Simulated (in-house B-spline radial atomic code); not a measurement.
Co⁴⁺. Computed with a B-spline radial atomic code. Model: all-electron spherical atom, spin shells full or empty, radial basis limit, no spin-orbit coupling, Breit or QED, empty-state partial waves extrapolated as (l+1/2)^-4, RPA, G0W0 and static COHSEX of the highest shell as one setting changes (uncorrelated shells keep exact exchange).

Empty levels are discrete states of a finite basis, so the steps are uneven.

Given: element Co; charge 4; filled core Ar; hamiltonian one-electron scalar X2C; mean-field start PBE0; highest l of empty states 9; nuclear rms radius 3.7875 fm; lowest nl shells left uncorrelated 0; highest mean-field shell 3d up; box radius 11.96 bohr.

Shell: 3d 5 0 (electrons up and down).

| highest empty level kept (hartree) | RPA correlation energy (hartree) | G0W0 level (eV) | G0W0 minus most complete (meV) | COHSEX level (eV) | linearised minus solved G0W0 (meV) |
| --- | --- | --- | --- | --- | --- |
| 8.33 | -0.4921 | -78.514 | 1254.8 | -79.839 | -18.7 |
| 16.67 | -0.68181 | -78.932 | 836.5 | -81.152 | -21 |
| 29.17 | -0.833 | -79.235 | 534.2 | -82.108 | -22.9 |
| 50 | -0.98567 | -79.483 | 286.1 | -82.84 | -24.5 |
| 83.33 | ? | ? | ? | ? | ? |
| 150 | -1.2563 | -79.712 | 57.2 | -83.506 | -26 |
| 250 | -1.352 | -79.746 | 23.1 | -83.597 | -26.3 |
| 500 | ? | ? | ? | ? | ? |
| 1000 | -1.4811 | -79.768 | 1.3 | -83.653 | -26.4 |
| 2083.3 | -1.5209 | -79.769 | 0.1 | -83.656 | -26.4 |
| 5000 | -1.5397 | -79.769 | 0 | -83.656 | -26.4 |
| 16667 | -1.5453 | -79.769 | 0 | -83.656 | -26.4 |

Problem. What follows for highest empty level kept = 500?

Solution. RPA correlation energy -1.4383 hartree; G0W0 level -79.764 eV; G0W0 minus most complete 4.9 meV; COHSEX level -83.644 eV; linearised minus solved G0W0 -26.4 meV.

Problem. What follows for highest empty level kept = 83.33?

Solution. RPA correlation energy -1.1307 hartree; G0W0 level -79.635 eV; G0W0 minus most complete 134.2 meV; COHSEX level -83.3 eV; linearised minus solved G0W0 -25.5 meV.
